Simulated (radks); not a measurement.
Values are calculated unless marked as measured or tabulated.
Species: Mn24+. Configuration: 1s1.

Level of theory: Dirac Kohn-Sham, PBE, spin-unpolarised, spherical densities, finite nucleus; Fermi nuclear charge, rms radius 3.7057 fm (a radial shooting solver on a logarithmic mesh with Libxc functionals).

Energy parts (eV):
part                      energy
total                  -8535.964
kinetic                 8681.289
electron-nucleus      -17256.666
Hartree                  214.559
exchange-correlation    -175.146

Orbitals (lengths in bohr, moments of r in powers of bohr; r(max) is where P^2 peaks):
| orbital | occ. | eigenvalue (eV) | r(max) | <r^2> | <1/r> | <r^4> | small-component weight |
|---|---|---|---|---|---|---|---|
| 1s1/2 | 1 | -8367.479 | 0.03937 | 0.004746 | 25.37 | 0.00005693 | 8.35e-03 |

The highest occupied level is 1s1/2 at -8367.5 eV. The electron density at the nucleus is 6165 e/bohr^3. The density falls to 0.001 e/bohr^3 at r = 0.31 bohr.
